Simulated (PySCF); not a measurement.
Zr(OH)3, doublet: computed properties

Method: PySCF, UPBE0, basis Zr def2-TZVP with ECP28, O def2-TZVP, H def2-TZVP (scalar-relativistic core potentials, no spin–orbit coupling, density fitting).

The structure is a minimum.

Coordinates in bohr (charge 0 multiplicity 2):
```
Zr    0.0000    0.0000    0.0000
O     3.5532   -0.7935    0.0000
O    -1.0894    3.4739    0.0000
O    -2.4638   -2.6804    0.0000
H     5.3404   -0.9969    0.0000
H    -1.8069    5.1234    0.0000
H    -3.5335   -4.1265    0.0000
```

- Point group: C3h
- Bond lengths: O–H 0.952 Å (×3), Zr–O 1.927 Å (×3)
- Bond angles: H–O–Zr 173.9° (×3), O–Zr–O 120.0° (×3)
- Rotational constants: 0.166, 0.166, 0.083 cm⁻¹
- Dipole moment: 0.00 D
- Principal polarisabilities: 55.5, 55.5, 74.3 bohr³
- Zero-point energy: 97.1 kJ/mol
- Enthalpy at 298.15 K above 0 K: 23.27 kJ/mol
- Atomisation energy without zero-point energy: 2898 kJ/mol
- Spin squared ⟨S²⟩: 0.752
- Entropy at 298.15 K and 1 bar (electronic part: spin only): 360.4 J/(mol K)
- Highest occupied level (α): -4.49 eV
- Heat capacity Cp at 298.15 K: 109.9 J/(mol K)
- Rotational symmetry number: 3
- Principal quadrupole moments (Buckingham, traceless) about the centre of mass: -8.01, 4.01, 4.01 D Å
- Lowest empty level (β): -1.18 eV

Harmonic modes (masses in u: Zr 89.905, O 15.995, H 1.008):
```tsv
symmetry	ω (cm⁻¹)	IR (km/mol, summed over degenerate members)	μ (u)
a''	72	24.4	3.75
a'	106	0.0	1.14
e'	157	6.7	7.22
e'	261	497	1.11
e''	362	0.0	1.14
a''	379	257	1.33
a'	685	0.0	8.27
e'	704	441	10.36
e'	4010	647	1.07
a'	4013	0.0	1.07
```

In C3h the vibrations span 2a'' + 3a' + 4e' + e''. The a', e'' modes carry no infrared intensity, as symmetry demands.

Charges (e):
```
  atom  Mulliken  Löwdin  polar tensor  spin (Mulliken)  Mayer order to Zr1
   Zr1      1.32    0.54          1.72             1.06                   –
O2,3,4     -0.76   -0.34         -0.92            -0.02                0.94
H5,6,7      0.32    0.16          0.35             0.00                0.03
```
Other Mayer orders above 0.3: O–H 0.88 (×3).

Mulliken populations on Zr1 (electrons outside its core potential): s 2.45, p 6.19, d 1.92, f 0.11.

Outer orbital energies (eV). α occupied: -13.48, -9.40, -9.40, -9.29, -9.29, -8.88, -8.76, -4.49; empty: -0.02, -0.02, 0.24, 0.25. β occupied: -13.46, -13.46, -9.41, -9.41, -9.30, -9.30, -8.92, -8.79; empty: -1.18, 0.39, 0.39, 0.67.

Other isomers or separated fragments may lie lower. Other spin states or occupations of the open shell can lie lower.

The final relaxation and frequency run took 2.9 min on 4 threads of a shared Intel Xeon @ 2.70GHz host, with 151 basis functions and 14 gradients; the process peaked at 2.3 GiB. Launch command: `OMP_NUM_THREADS=4 python axn.py task.json out`.
